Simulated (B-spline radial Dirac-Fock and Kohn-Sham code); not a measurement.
## What relativity does to the binding energies of Pb³⁶⁺

System: Pb³⁶⁺, 1s2 2s2 2p6 3s2 3p6 3d10 4s2 4p6 4d10.

Both columns are ΔSCF binding energies of the configuration average from a radial finite-basis atomic code: non-relativistic Hartree-Fock with a point nucleus, and Dirac-Fock with a finite nucleus and the Coulomb interaction alone, averaged over the two j levels with weights 2j+1.

```
shell  Hartree-Fock (eV)  Dirac-Fock (eV)  shift (eV)  shift (%)
   1s            80988.9          89976.1    +8987.13     +11.10
   2s            14996.0          17422.9    +2426.87     +16.18
   2p            14469.9          15294.0     +824.11      +5.70
   3s             4726.5           5350.8     +624.27     +13.21
   3p             4479.7           4719.5     +239.83      +5.35
   3d             4026.6           4008.5      -18.08      -0.45
   4s             2033.7           2229.6     +195.88      +9.63
   4p             1920.9           1999.2      +78.30      +4.08
   4d             1715.1           1716.3       +1.20      +0.07
```

Relativity binds 1s, 2s, 2p, 3s, 3p, 4s, 4p, 4d more strongly, among those listed most of all 2s in relative terms, and 3d more weakly, because the contracted s and p shells screen the nucleus better.

Values without a named source are computed, but for edge energies of neutral atoms, which are taken from tables.
